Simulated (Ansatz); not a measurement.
Relaxation of [Eu(NH3)6]3+ (EuN₆H₁₈³⁺) with UKS PBE-D4/def2-SVP.

```sh
$ ansatz run in.yaml --threads 4 --pin off --events-out ev --progress --plain --max-ram 6963MiB
```

```yaml
crystal:
  periodic: [false, false, false]
  atoms:
    - {symbol: Eu, position_ang: [0.001280, -0.003940, 0.003090]}
    - {symbol: N, position_ang: [0.001650, 0.011330, 2.600150]}
    - {symbol: H, position_ang: [0.845270, 0.413180, 3.031200]}
    - {symbol: H, position_ang: [-0.077170, -0.914300, 3.042910]}
    - {symbol: H, position_ang: [-0.766440, 0.547970, 3.025580]}
    - {symbol: N, position_ang: [-0.021450, -0.010960, -2.600390]}
    - {symbol: H, position_ang: [-0.845640, -0.459830, -3.022500]}
    - {symbol: H, position_ang: [0.770460, -0.500730, -3.038250]}
    - {symbol: H, position_ang: [-0.002050, 0.918230, -3.042310]}
    - {symbol: N, position_ang: [2.602410, -0.011750, 0.018570]}
    - {symbol: H, position_ang: [3.038270, 0.919680, -0.021050]}
    - {symbol: H, position_ang: [3.035560, -0.514100, -0.768200]}
    - {symbol: H, position_ang: [3.033540, -0.443960, 0.847070]}
    - {symbol: N, position_ang: [-2.597440, 0.018250, -0.032310]}
    - {symbol: H, position_ang: [-3.016880, 0.576680, -0.788130]}
    - {symbol: H, position_ang: [-3.044000, 0.388590, 0.817610]}
    - {symbol: H, position_ang: [-3.031750, -0.907470, -0.147780]}
    - {symbol: N, position_ang: [0.017460, 2.595550, 0.009750]}
    - {symbol: H, position_ang: [0.297450, 3.015520, 0.906620]}
    - {symbol: H, position_ang: [-0.890510, 3.036690, -0.190420]}
    - {symbol: H, position_ang: [0.651810, 3.035270, -0.670670]}
    - {symbol: N, position_ang: [-0.000960, -2.602740, 0.007910]}
    - {symbol: H, position_ang: [-0.224540, -3.026830, -0.902740]}
    - {symbol: H, position_ang: [-0.672830, -3.043240, 0.651000]}
    - {symbol: H, position_ang: [0.896510, -3.037070, 0.263320]}
basis:
  gaussian: {orbitals: def2-SVP}
total_charge: 3
magnetization: {spin_polarized: true, initial_magnetization: 6}
hamiltonian: {xc: pbe, dispersion: d4}
scf: {lower_state_search: "off"}
output: {orbitals: {seedname: orbitals}}
relax: {f_tol: 0.03, max_steps: 70}
```

Run time 76 s (4 threads of Arm Neoverse V1 on a shared host).

Positions (Å) and forces (eV/Å) at steps 1, 2, 3, 4, 5, 6, 7, 8 of 8:

```xyz
25
step=1 energy=-28525.3992 eV
Eu    0.001   -0.004    0.003    0.009    0.013   -0.017
N     0.002    0.011    2.600    0.077    0.094   -0.344
H     0.845    0.413    3.031    0.265    0.133    0.148
H    -0.077   -0.914    3.043   -0.020   -0.338    0.094
H    -0.766    0.548    3.026   -0.252    0.194    0.122
N    -0.021   -0.011   -2.600   -0.080   -0.094    0.350
H    -0.846   -0.460   -3.022   -0.262   -0.148   -0.143
H     0.770   -0.501   -3.038    0.272   -0.183   -0.117
H    -0.002    0.918   -3.042   -0.001    0.341   -0.086
N     2.602   -0.012    0.019   -0.348   -0.093    0.077
H     3.038    0.920   -0.021    0.094    0.334   -0.008
H     3.036   -0.514   -0.768    0.118   -0.181   -0.264
H     3.034   -0.444    0.847    0.140   -0.143    0.262
N    -2.597    0.018   -0.032    0.343    0.082   -0.081
H    -3.017    0.577   -0.788   -0.140    0.182   -0.239
H    -3.044    0.389    0.818   -0.110    0.142    0.295
H    -3.032   -0.907   -0.148   -0.103   -0.333   -0.049
N     0.017    2.596    0.010   -0.098   -0.343    0.097
H     0.297    3.016    0.907    0.081    0.136    0.291
H    -0.891    3.037   -0.190   -0.301    0.132   -0.051
H     0.652    3.035   -0.671    0.242    0.088   -0.254
N    -0.001   -2.603    0.008    0.093    0.347   -0.100
H    -0.225   -3.027   -0.903   -0.062   -0.143   -0.291
H    -0.673   -3.043    0.651   -0.249   -0.090    0.236
H     0.897   -3.037    0.263    0.293   -0.129    0.072
25
step=2 energy=-28525.2478 eV rejected
Eu    0.003    0.002   -0.002   -0.024   -0.045    0.006
N     0.119    0.156    2.607   -0.102   -0.431    0.100
H     0.936    0.509    3.150   -0.087   -0.065   -0.248
H     0.010   -0.833    2.928    0.108    0.308    0.119
H    -0.687    0.641    3.044    0.006    0.050   -0.017
N    -0.142   -0.157   -2.601    0.082    0.426   -0.183
H    -0.934   -0.555   -3.154    0.146    0.105    0.312
H     0.696   -0.591   -3.032   -0.025   -0.060    0.008
H    -0.085    0.838   -2.919   -0.115   -0.330   -0.115
N     2.605   -0.152    0.131    0.046    0.322   -0.116
H     2.942    0.832    0.066    0.126   -0.198    0.087
H     3.036   -0.608   -0.695    0.009   -0.054    0.005
H     3.138   -0.547    0.933   -0.208    0.046   -0.051
N    -2.601    0.142   -0.159   -0.068   -0.166    0.143
H    -3.138    0.669   -0.881    0.246   -0.078    0.098
H    -2.997    0.480    0.739   -0.054    0.057   -0.068
H    -2.970   -0.827   -0.232   -0.087    0.096   -0.079
N    -0.113    2.607    0.153    0.401    0.124   -0.401
H     0.212    3.113    1.002   -0.006   -0.183   -0.060
H    -0.989    3.105   -0.098   -0.015   -0.122   -0.005
H     0.562    2.906   -0.591   -0.275    0.155    0.325
N     0.128   -2.607   -0.138   -0.407   -0.158    0.385
H    -0.132   -3.134   -0.998    0.000    0.226    0.102
H    -0.590   -2.902    0.567    0.295   -0.144   -0.340
H     0.992   -3.085    0.180    0.009    0.115   -0.007
25
step=3 energy=-28525.4296 eV
Eu    0.001   -0.002   -0.002   -0.008   -0.009   -0.008
N     0.062    0.074    2.601   -0.010   -0.137   -0.101
H     0.899    0.452    3.077    0.077    0.036   -0.029
H    -0.031   -0.883    2.988    0.025   -0.011    0.079
H    -0.720    0.591    3.038   -0.095    0.091    0.043
N    -0.083   -0.077   -2.600   -0.006    0.158    0.039
H    -0.895   -0.495   -3.091   -0.032   -0.013    0.079
H     0.731   -0.542   -3.037    0.093   -0.093   -0.045
H    -0.039    0.889   -2.977   -0.042   -0.025   -0.070
N     2.602   -0.076    0.074   -0.140    0.061   -0.022
H     3.006    0.876    0.033    0.080    0.080    0.021
H     3.039   -0.561   -0.728    0.054   -0.086   -0.100
H     3.061   -0.502    0.897    0.001   -0.054    0.101
N    -2.598    0.076   -0.095    0.122   -0.021    0.034
H    -3.061    0.625   -0.841    0.021    0.054   -0.073
H    -3.023    0.438    0.775   -0.068    0.071    0.090
H    -3.013   -0.866   -0.193   -0.071   -0.103   -0.044
N    -0.048    2.600    0.073    0.127   -0.085   -0.108
H     0.262    3.064    0.945    0.020   -0.025    0.074
H    -0.949    3.060   -0.139   -0.132    0.019   -0.015
H     0.595    2.979   -0.648   -0.010    0.083    0.026
N     0.063   -2.605   -0.060   -0.142    0.050    0.120
H    -0.181   -3.091   -0.942   -0.015    0.053   -0.046
H    -0.627   -2.972    0.624    0.031   -0.080   -0.061
H     0.950   -3.052    0.226    0.118   -0.014    0.018
25
step=4 energy=-28525.4614 eV
Eu    0.002   -0.001    0.000   -0.004   -0.001    0.008
N     0.068    0.081    2.602    0.051   -0.054   -0.006
H     0.919    0.488    3.034   -0.003   -0.016   -0.019
H    -0.010   -0.855    3.044    0.024    0.045   -0.013
H    -0.703    0.619    3.033   -0.060    0.045    0.029
N    -0.087   -0.080   -2.598   -0.101    0.057   -0.069
H    -0.918   -0.535   -3.026    0.072    0.063    0.055
H     0.711   -0.572   -3.038    0.055   -0.046   -0.023
H    -0.064    0.861   -3.041   -0.037   -0.094    0.038
N     2.602   -0.087    0.082   -0.070    0.018    0.020
H     3.038    0.853    0.051    0.029    0.037    0.012
H     3.040   -0.585   -0.712    0.034   -0.050   -0.067
H     3.031   -0.529    0.915    0.001   -0.022    0.045
N    -2.598    0.087   -0.102    0.053    0.020   -0.031
H    -3.020    0.651   -0.862    0.013    0.010   -0.010
H    -3.043    0.459    0.756   -0.028    0.043    0.053
H    -3.034   -0.845   -0.217   -0.030   -0.058   -0.025
N    -0.053    2.600    0.078    0.093    0.022   -0.020
H     0.232    3.026    0.980    0.009   -0.013   -0.015
H    -0.971    3.039   -0.116   -0.062    0.010   -0.018
H     0.581    3.044   -0.617   -0.056   -0.026    0.072
N     0.068   -2.602   -0.061   -0.119   -0.070    0.005
H    -0.152   -3.036   -0.979   -0.008    0.033    0.071
H    -0.611   -3.046    0.593    0.092    0.050   -0.116
H     0.973   -3.035    0.199    0.051   -0.003    0.021
25
step=5 energy=-28525.4664 eV
Eu    0.001   -0.001    0.000    0.001    0.001   -0.002
N     0.082    0.100    2.599    0.065   -0.047    0.037
H     0.937    0.518    3.012   -0.036   -0.030   -0.020
H     0.020   -0.834    3.051    0.019    0.069   -0.024
H    -0.687    0.636    3.039   -0.032    0.019    0.007
N    -0.100   -0.098   -2.596   -0.105    0.048   -0.098
H    -0.935   -0.563   -3.006    0.093    0.072    0.049
H     0.695   -0.589   -3.047    0.026   -0.021    0.003
H    -0.092    0.839   -3.047   -0.028   -0.110    0.046
N     2.599   -0.103    0.096   -0.014    0.004    0.047
H     3.054    0.829    0.082   -0.001   -0.005    0.009
H     3.042   -0.603   -0.696    0.015   -0.023   -0.037
H     3.004   -0.563    0.932    0.000    0.007   -0.004
N    -2.595    0.102   -0.115    0.003    0.031   -0.047
H    -2.994    0.676   -0.882    0.009   -0.019    0.026
H    -3.049    0.481    0.736   -0.009    0.021    0.021
H    -3.047   -0.823   -0.241   -0.006   -0.018   -0.014
N    -0.070    2.598    0.095    0.063    0.063   -0.021
H     0.215    3.019    1.000    0.004   -0.022   -0.040
H    -0.996    3.025   -0.089   -0.017    0.002   -0.010
H     0.555    3.058   -0.599   -0.065   -0.042    0.083
N     0.084   -2.599   -0.078   -0.087   -0.104    0.011
H    -0.129   -3.030   -0.999   -0.006    0.042    0.085
H    -0.590   -3.055    0.572    0.094    0.057   -0.117
H     0.994   -3.022    0.180    0.012    0.005    0.011
25
step=6 energy=-28525.4697 eV
Eu    0.001    0.000    0.000    0.000    0.001    0.000
N     0.104    0.120    2.597    0.042   -0.016    0.059
H     0.956    0.559    2.996   -0.050   -0.035   -0.022
H     0.063   -0.807    3.065    0.011    0.067   -0.032
H    -0.672    0.650    3.036    0.000   -0.007   -0.002
N    -0.120   -0.118   -2.595   -0.050    0.014   -0.087
H    -0.952   -0.598   -2.990    0.069    0.054    0.034
H     0.678   -0.605   -3.044   -0.004    0.003    0.010
H    -0.128    0.813   -3.060   -0.016   -0.079    0.041
N     2.597   -0.128    0.117    0.040    0.009    0.046
H     3.064    0.800    0.127   -0.022   -0.050    0.005
H     3.041   -0.617   -0.683    0.001    0.003   -0.002
H     2.990   -0.611    0.948   -0.019    0.032   -0.046
N    -2.594    0.126   -0.137   -0.035    0.017   -0.033
H    -2.980    0.707   -0.906    0.017   -0.033    0.042
H    -3.052    0.506    0.713    0.005    0.002   -0.008
H    -3.055   -0.795   -0.270    0.011    0.019   -0.005
N    -0.092    2.597    0.114    0.023    0.066   -0.009
H     0.197    3.009    1.021    0.001   -0.014   -0.041
H    -1.025    3.019   -0.057    0.021   -0.014   -0.004
H     0.522    3.071   -0.579   -0.048   -0.035    0.060
N     0.105   -2.597   -0.095   -0.035   -0.084   -0.003
H    -0.102   -3.016   -1.022   -0.005    0.023    0.063
H    -0.567   -3.068    0.545    0.057    0.040   -0.071
H     1.019   -3.016    0.161   -0.016    0.016    0.004
25
step=7 energy=-28525.4708 eV
Eu    0.001    0.000    0.001    0.001    0.001   -0.001
N     0.112    0.132    2.597    0.024   -0.007    0.040
H     0.957    0.587    2.990   -0.032   -0.021   -0.014
H     0.091   -0.795    3.065    0.004    0.039   -0.017
H    -0.672    0.647    3.040    0.007   -0.011   -0.008
N    -0.126   -0.128   -2.595   -0.013    0.003   -0.042
H    -0.952   -0.621   -2.983    0.023    0.020    0.011
H     0.677   -0.604   -3.048   -0.006    0.006    0.013
H    -0.152    0.800   -3.062   -0.007   -0.030    0.017
N     2.596   -0.138    0.124    0.043    0.007    0.039
H     3.067    0.788    0.155   -0.022   -0.049    0.001
H     3.043   -0.614   -0.682   -0.005    0.010    0.008
H     2.983   -0.638    0.948   -0.016    0.030   -0.045
N    -2.593    0.135   -0.144   -0.025    0.006   -0.019
H    -2.972    0.720   -0.913    0.007   -0.020    0.024
H    -3.054    0.514    0.704    0.006   -0.001   -0.006
H    -3.057   -0.783   -0.284    0.010    0.017   -0.001
N    -0.098    2.598    0.122   -0.012    0.030   -0.005
H     0.197    3.009    1.027    0.004   -0.007   -0.014
H    -1.034    3.015   -0.041    0.020   -0.011    0.000
H     0.507    3.075   -0.574   -0.012   -0.012    0.019
N     0.110   -2.597   -0.103    0.011   -0.029   -0.001
H    -0.092   -3.014   -1.031   -0.007    0.008    0.015
H    -0.562   -3.073    0.531    0.007    0.010   -0.016
H     1.024   -3.012    0.155   -0.011    0.010    0.002
25
step=8 energy=-28525.4712 eV
Eu    0.001    0.000    0.001    0.000   -0.001   -0.001
N     0.116    0.134    2.596    0.001    0.006    0.019
H     0.952    0.604    2.988   -0.011   -0.007   -0.006
H     0.113   -0.792    3.066    0.001    0.012   -0.007
H    -0.677    0.636    3.039    0.009   -0.010   -0.005
N    -0.128   -0.131   -2.595    0.014   -0.006   -0.012
H    -0.946   -0.637   -2.982   -0.005   -0.001    0.001
H     0.683   -0.594   -3.046   -0.005    0.006    0.007
H    -0.171    0.795   -3.062   -0.003    0.001    0.004
N     2.596   -0.141    0.129    0.024    0.003    0.012
H     3.065    0.784    0.174   -0.010   -0.026    0.000
H     3.043   -0.603   -0.686   -0.004    0.009    0.010
H     2.983   -0.652    0.944   -0.010    0.014   -0.022
N    -2.593    0.138   -0.148   -0.007   -0.002    0.001
H    -2.973    0.724   -0.914    0.002   -0.002    0.001
H    -3.054    0.515    0.702    0.001    0.001    0.000
H    -3.057   -0.780   -0.289    0.003    0.004   -0.002
N    -0.098    2.598    0.122   -0.019    0.001    0.004
H     0.205    3.008    1.025    0.005    0.002    0.004
H    -1.034    3.015   -0.034    0.006   -0.006    0.000
H     0.502    3.075   -0.577    0.009    0.003   -0.008
N     0.109   -2.598   -0.104    0.024    0.005   -0.003
H    -0.090   -3.012   -1.033   -0.007   -0.004   -0.012
H    -0.566   -3.072    0.525   -0.018   -0.008    0.013
H     1.021   -3.014    0.158    0.000    0.005    0.002
```

In the def2 sets Eu takes a core potential; there is no spin–orbit coupling. With an open 4f shell the SCF may have ended on a state above the lowest. The charge 3 septet is spin-contaminated (final ⟨S²⟩ up to 12.23, 12.00 for a pure state).
